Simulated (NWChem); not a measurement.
**Ionisation of O$_{4}$Os**

```
Os
O 1 1.7205
O 1 1.7205 2 109.47
O 1 1.7205 2 109.47 3 -120.00
O 1 1.7205 2 109.47 4 -120.00
```
Charge 0, spin multiplicity 1.

All runs are NWChem calculations. Structure: optimised with PBE/def2-SVP with def2 effective core potentials on Os, a minimum by its harmonic frequencies.

Basis set: def2-TZVP. −ε marks an orbital energy of the parent.

Effective core potentials replace the inner electrons of Os; spin-orbit coupling is left out. B3LYP has NWChem's definition, with VWN1-RPA local correlation. The structure started from a generated list of species.

Problem. One of these methods gave a first vertical ionisation energy of 14.48 eV. Which?
A. −ε(HOMO) of B3LYP
B. −ε(HOMO) of M06-2X
C. −ε(HOMO) of HF
D. −ε(HOMO) of PBE

Solution. C, −ε(HOMO) of HF. The others give 10.27 (−ε(HOMO) of B3LYP), 12.11 (−ε(HOMO) of M06-2X), 8.93 (−ε(HOMO) of PBE).
